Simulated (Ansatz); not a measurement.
Cost and result for the atomization energy of `C[SiH2]C(=S)S` (11 atoms, 10 bonds).

| atom | x (Å) | y (Å) | z (Å) |
| --- | --- | --- | --- |
| C1 | -1.371 | -0.469 | 1.046 |
| Si2 | -0.447 | -0.457 | -0.568 |
| C3 | 1.051 | 0.707 | -0.434 |
| S4 | 0.815 | 2.219 | 0.120 |
| S5 | 2.550 | 0.034 | -0.941 |
| H6 | -0.748 | -0.878 | 1.845 |
| H7 | -2.273 | -1.080 | 0.965 |
| H8 | -1.657 | 0.549 | 1.316 |
| H9 | -1.276 | 0.062 | -1.685 |
| H10 | 0.045 | -1.817 | -0.928 |
| H11 | 3.312 | 1.130 | -0.735 |

Total charge 0; spin multiplicity 1. The geometry is a stationary point of PBE0-D4/def2-TZVP. It is one conformer, not always the lowest. Program: Ansatz. All runs use 4 threads of an Arm Neoverse V1 on a shared host. Times are those of one run each, without the atoms' runs, and a repeat can differ threefold. Electronic energies, without spin–orbit coupling; frozen cores. CCSD(T)/CBS adds CCSD(T) − MP2 in def2-TZVPP to the MP2 limit, and its time is that of the two runs behind it. T1 = 0.016; the RHF reference is unstable towards UHF. B3LYP takes the VWN-RPA correlation (the form of Gaussian; ORCA's B3LYP/G).

CCSD(T)/CBS is a level of theory with its own doubt, some kJ/mol a heavy atom from the limit and from the frozen cores, so smaller differences don't rank the functionals.

| level | functions | wall time | atomization (kJ/mol) | difference from CCSD(T)/CBS | per bond |
| --- | --- | --- | --- | --- | --- |
| PBE-D4/def2-TZVPP (with forces) | 272 | 3.8 s | 3894.4 | 84.1 | 8.4 |
| PBE0-D4/def2-TZVPP | 272 | 4.4 s | 3826.1 | 15.8 | 1.6 |
| r2SCAN-D4/def2-TZVPP (with forces) | 272 | 6.5 s | 3838.5 | 28.2 | 2.8 |
| B3LYP-D4/def2-TZVPP (with forces) | 272 | 7 s | 3809.2 | -1.1 | -0.1 |
| B2PLYP/def2-TZVPP | 272 | 8 s | 3758.1 | -52.2 | -5.2 |
| ωB97X-V/def2-TZVPP | 272 | 11 s | 3826.0 | 15.7 | 1.6 |
| ωB97M-V/def2-TZVPP (with forces) | 272 | 16 s | 3830.0 | 19.7 | 2.0 |
| MP2/def2-QZVPP | 504 | 38 s | 3817.7 | 7.4 | 0.7 |
| CCSD(T)/def2-TZVPP | 272 | 3.3 min | 3700.8 | -109.5 | -10.9 |
| CCSD(T)/CBS(def2) | – | 3.9 min | 3810.3 | 0.0 | 0.0 |

In def2-TZVPP, CCSD(T) changes the Hartree–Fock value by +973.2 kJ/mol (the triples alone add +73.2 kJ/mol) and MP2 by +1025.7 kJ/mol; breaking electron pairs costs correlation energy, which Hartree–Fock lacks. From PBE to PBE0 (25 % exact exchange), in def2-TZVPP and without D4, the atomization energy moves by −63.8 kJ/mol: exact exchange takes away binding that semilocal exchange gives to molecules. The D4 term adds +51.0 kJ/mol with B3LYP and +26.8 kJ/mol with PBE0; it sums over pairs of atoms, weighted by their polarisabilities, and B3LYP, whose exchange is more repulsive, gets the larger term.
